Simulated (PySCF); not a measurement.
A structure optimised at ωB97X-D3(BJ)/def2-TZVPD, used in a PySCF frequency run:

```xyz
6

Al     0.0000     0.0000    -1.2286
Al     0.0000     0.0000     1.2286
H      0.0000     1.3317    -2.1599
H      0.0000    -1.3317    -2.1599
H      0.0000     1.3317     2.1599
H      0.0000    -1.3317     2.1599
```
Charge -1, spin multiplicity 2.

Q: Write its SMILES, formula and point group.

A: [AlH2][AlH2-], Al2H4, D2h

Q: What are its rotational constants (standard atomic weights)?

A: 70.674, 5.0404, 4.7048 GHz
